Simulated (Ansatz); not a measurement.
Computed with Ansatz on PBE0-D4/def2-TZVP structures; ΔE is electronic, products minus reactants. CCSD(T)/CBS adds triple-zeta CCSD(T) − MP2 to the extrapolated MP2 energy (def2 sets, frozen cores). This one scheme is used for every species. Functionals use def2-TZVPP. HSE06 is defined as in plane-wave codes. Elements past krypton have def2 core potentials. For Ta outer-core shells are correlated without core-valence functions, which leaves a few kJ/mol of doubt a bond. Each species was taken in one conformer, which may not be the lowest.

Reaction (formal hydrolysis of a Ta–Cl bond): `[NH]=[Ta]([NH2])([Cl])[Cl]` + H₂O → `[NH]=[Ta]([NH2])([OH])[Cl]` + HCl

CCSD(T)/CBS gives +32.0 kJ/mol.

(1) Another level gave +25.6 kJ/mol. Which?
A. CCSD/def2-TZVPP
B. HSE06-D4/def2-TZVPP
C. BLYP/def2-TZVPP
D. MP2/def2-TZVPP

Largest T1 diagnostic among the species: 0.018.

Answers

(1) A. CCSD/def2-TZVPP 25.6, MP2/def2-TZVPP 38.1, BLYP 20.7, HSE06-D4 31.8 kJ/mol.

From PBE to PBE0 (25 % exact exchange), in def2-TZVPP and without D4, ΔE moves by +3.1 kJ/mol. At CCSD(T), def2-SVP lies −13.1 kJ/mol from the extrapolated value and def2-TZVPP −4.0 kJ/mol. Leaving LDA and LC-ωPBE aside and taking each functional with its dispersion term where it has one, the values, not all of them listed here, spread over 14.3 kJ/mol, from CAM-B3LYP-D4 to PBE-QIDH. LDA lies −3.6 kJ/mol from PBE without D4.
